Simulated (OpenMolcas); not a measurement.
Consider [Cu2(μ-OH)2(NH3)4]2+, a planar model complex in vacuum (2 bridging OH, bridge angle 98°, metal-metal distance 2.93 Å, Cu–OH 1.94 Å; typed geometry, not optimised).

```xyz
22

Cu    -1.4664     0.0000     0.0000
Cu     1.4664     0.0000     0.0000
O      0.0000     1.2747     0.0000
H      0.0000     2.2347     0.0000
O      0.0000    -1.2747     0.0000
H      0.0000    -2.2347     0.0000
N     -2.9018     1.4354     0.0000
H     -3.1836     1.7172     0.9389
H     -2.6087     2.2922    -0.4695
H     -3.7586     1.1423    -0.4694
N     -2.9018    -1.4354     0.0000
H     -3.1836    -1.7172     0.9389
H     -3.7586    -1.1423    -0.4695
H     -2.6087    -2.2922    -0.4694
N      2.9018     1.4354     0.0000
H      3.1836     1.7172     0.9389
H      3.7586     1.1423    -0.4695
H      2.6087     2.2922    -0.4694
N      2.9018    -1.4354     0.0000
H      3.1836    -1.7172     0.9389
H      2.6087    -2.2922    -0.4695
H      3.7586    -1.1423    -0.4694
```

Q: Give the energies of the total-spin states at CASSCF(2,2) on the singly occupied d orbitals (ANO-RCC-VDZP on Cu, O, N and ANO-RCC-VDZ on H, scalar-relativistic DKH2, RICD, no spin-orbit coupling, OpenMolcas), and the exchange constant.

A: Local spins 1/2 and 1/2.

```tsv
total S	E (cm⁻¹)	natural occupations, lowest and highest
1	8.5	1.000, 1.000
0	0.0	0.963, 1.037
```

J = -4.2 cm⁻¹ (antiferromagnetic).

J is defined by H = −2J S1·S2, so negative values are antiferromagnetic. Wave-function values come from the highest and lowest total spin; broken-symmetry values use Yamaguchi's formula with the computed ⟨S²⟩. The active space holds the singly occupied metal orbitals alone, without bridging-ligand orbitals. No row is a measured value.
